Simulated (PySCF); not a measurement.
**A small calculation by hand: chemical shift, span and skew from a shielding tensor**

Zn(SeH)(GeH3) (GeH4SeZn), SMILES [GeH3][Zn][SeH]. Atoms are numbered in the order given.

```xyz
7

Zn     0.0109     0.0244    -0.0366
Se     0.9354     1.2868    -1.7580
H      2.2912     0.8898    -1.3215
Ge    -0.9634    -1.2700     1.7403
H     -1.0798    -2.7681     1.3735
H     -0.1248    -1.1871     3.0377
H     -2.3875    -0.7787     2.0926
```

The structure is a stationary point at B3LYP-D3(BJ)/def2-SVP. The structure was generated by enumeration; whether it is a known compound was not checked. The values are those of a single conformer.

GIAO shieldings from PBE/pcSseg-1 (PySCF), non-relativistic, no solvent. The symmetric part of the tensor of Se2 has the principal values 1942.4, 2032.7, 2275.2 ppm. The same nucleus in Me2Se has σ = 1634.8 ppm at this level (PySCF, at its B3LYP-D3(BJ)/def2-TZVP geometry).

### Question
Work out the isotropic shielding, the ⁷⁷Se shift against Me2Se, the span and the skew.

### Answer

σ(iso) = (σ11 + σ22 + σ33)/3 = 2083.4 ppm. δ = σ(ref) − σ(iso) = 1634.8 − (2083.4) = -448.6 ppm.
Span Ω = σ33 − σ11 = 332.8 ppm. Skew κ = 3(σ(iso) − σ22)/Ω = 0.46. Tumbling in solution averages the tensor to δ; in a static solid the shielding alone would spread this spin-1/2 line over Ω.
